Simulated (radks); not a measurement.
Problem. Neutral indium, 49 electrons, occupied as [Kr] 4d10 5s2 5p1 (the NIST ground configuration). Method: scalar-relativistic Kohn-Sham, PBE, spin-polarised, spherical densities, finite nucleus; open shells are filled with parallel spins first (spin-orbit coupling, left out, can overturn this in heavy ions); Fermi nuclear charge, rms radius 4.6156 fm; hard spherical wall at 6 bohr; computed with a radial shooting solver on a logarithmic mesh with Libxc functionals. Some entries of the table are withheld. Estimate them.

orbital,occ.,eigenvalue (Ry),r(max) (bohr)
1s up,1,-2039.677,0.01922
1s down,1,-2039.675,0.01922
2s up,1,-305.3084,0.1086
2s down,1,-305.3083,0.1086
2p up,3,-274.0266,0.08692
2p down,3,-274.0260,0.08692
3s up,1,-57.84512,0.3155
3s down,1,-57.84431,0.3155
3p up,3,-47.59981,0.3088
3p down,3,-47.59888,0.3088
3d up,5,-31.69297,0.2582
3d down,5,-31.69222,0.2582
4s up,1,-8.68431,0.7697
4s down,1,-8.68276,0.7698
4p up,3,-5.63260,0.8160
4p down,3,-5.63079,0.8161
4d up,5,-1.26366,0.9316
4d down,5,-1.25626,0.9312
5s up,1,-0.53815,2.181
5s down,1,-0.48547,2.154
5p up,1,-0.07908,2.753
5p down,0,-0.02007,2.732
5d up,0,0.51095,3.708
5d down,0,0.56610,3.748
6s up,0,0.66371,4.327
6s down,0,0.70186,4.330
4f up,0,(1),3.929
4f down,0,(2),3.970

Solution. 
(1) 4f up eigenvalue (Ry): 0.91751
(2) 4f down eigenvalue (Ry): 0.97160
